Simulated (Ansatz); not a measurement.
Program: Ansatz 0.2.0.

A structure relaxed at PBE0-D4/def2-TZVP, charge 0, multiplicity 1:

| atom | x (Å) | y (Å) | z (Å) |
| --- | --- | --- | --- |
| C1 | -2.916 | -0.094 | 1.449 |
| O2 | -1.671 | -0.057 | 0.848 |
| Sc3 | 0.005 | 0.008 | 0.017 |
| O4 | 0.647 | 1.625 | -0.672 |
| C5 | 1.146 | 2.804 | -1.194 |
| O6 | 1.030 | -1.550 | -0.143 |
| C7 | 1.768 | -2.714 | -0.262 |
| H8 | -3.577 | 0.683 | 1.044 |
| H9 | -3.404 | -1.065 | 1.295 |
| H10 | -2.837 | 0.070 | 2.531 |
| H11 | 1.307 | 3.549 | -0.405 |
| H12 | 0.451 | 3.240 | -1.923 |
| H13 | 2.106 | 2.643 | -1.702 |
| H14 | 1.127 | -3.602 | -0.184 |
| H15 | 2.289 | -2.758 | -1.227 |
| H16 | 2.527 | -2.782 | 0.528 |

(1) Give its formula and SMILES.

(2) Point group (tolerance 0.08 Å, 0.16 Å for H)?

(3) Summarise the bond lengths by kind.

## Answers

(1) C3H9O3Sc, `C[O][Sc]([O]C)[O]C`.

(2) C1.

(3) 3 × C–O 1.383 Å; 9 × C–H 1.098 Å; 3 × O–Sc 1.871 to 1.872 Å.
